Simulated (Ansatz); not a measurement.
Ansatz results at the PBE0-D4/def2-TZVP geometry: size of the dipole moment (B3LYP/def2-TZVPP) 0.82 D; size of the dipole moment (ωB97M-V/def2-TZVPP) 0.85 D; size of the dipole moment (PBE/def2-TZVPP) 0.71 D.

Task: Which molecule gave them?
A. `[NH][SiH](N)Cl`•
B. `[NH][Si](F)(F)F`•
C. `[NH2][Al][F]`•
D. `F[Si](F)([S])Cl`•

Result: D. The others give `[NH][Si](F)(F)F`•: 1.78, 1.80, 1.69; `[NH2][Al][F]`•: 2.24, 2.23, 2.20; `[NH][SiH](N)Cl`•: 2.86, 2.82, 2.97.

B3LYP here is the variant with VWN-RPA as its local correlation; programs differ in this.
